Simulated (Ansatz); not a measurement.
Geometry optimisation, RKS revPBE/def2-SVP in Ansatz.

Input file:

```yaml
crystal:
  periodic: [false, false, false]
  atoms:
    - { symbol: Ge, position_ang: [0.0, 0.0, 0.0] }
    - { symbol: Cl, position_ang: [0.0, 0.0, 2.22] }
    - { symbol: Cl, position_ang: [2.0935, 0.0, -0.7393] }
    - { symbol: Cl, position_ang: [-1.0456, 1.8115, -0.7393] }
    - { symbol: H, position_ang: [-0.73, -1.2648, -0.5162] }
basis:
  gaussian: { orbitals: def2-SVP }
hamiltonian:
  xc: revpbe
relax:
  f_tol: 0.02
  max_steps: 40
```

Launched with:

```bash
$ ansatz run input.yaml --threads 1 --pin off --max-ram 2048MiB --backend cpu --events-out ev --progress --plain --runs-dir out
```

Question: Where does it end, and by what steps?

Answer: The forces met the threshold. After 2 steps the energy has fallen by 0.063 eV; Cl3 moved furthest, 0.06 Å.

| step | energy less start (eV) | largest force component (eV/Å) | accepted |
| --- | --- | --- | --- |
| 0 | 0.0000 | 0.766 | yes |
| 1 | -0.0623 | 0.106 | yes |
| 2 | -0.0634 | 0.008 | yes |

```xyz
5
Properties=species:S:1:pos:R:3
Ge -0.002 -0.005 -0.002
Cl 0.011 0.018 2.166
Cl 2.046 0.018 -0.711
Cl -1.006 1.780 -0.712
H -0.730 -1.265 -0.516
```

Whether the end is a true minimum wasn't checked by a vibrational analysis.

The run took 8.8 s on 1 thread of Intel(R) Xeon(R) Platinum 8259CL CPU @ 2.50GHz (Skylake/Cascade Lake) (shared host), peak memory 0.15 GiB.
